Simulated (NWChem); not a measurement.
Two isomers of C₅H₅N, each optimised at B3LYP/6-31G* with NWChem. Flexible species stand in one conformer each, which need not be the lowest. Pople sets run with spherical d functions.

A: C#C/C=N/C=C
B: C=C1C=CC=N1

Question: Which is lower in energy, by how much, and how do their other properties compare?

Answer: B is lower by 41.2 kcal/mol in electronic energy; with zero-point energies, B − A = -38.5 kcal/mol.
```
                                       A      B
---------------------------------  -----  -----
highest occupied level (eV)        -6.50  -6.81
orbital gap (eV)                    4.72   4.72
dipole (D)                          1.29   1.96
highest harmonic frequency (cm⁻¹)   3495   3275
zero-point energy (kcal/mol)        51.9   54.5
```
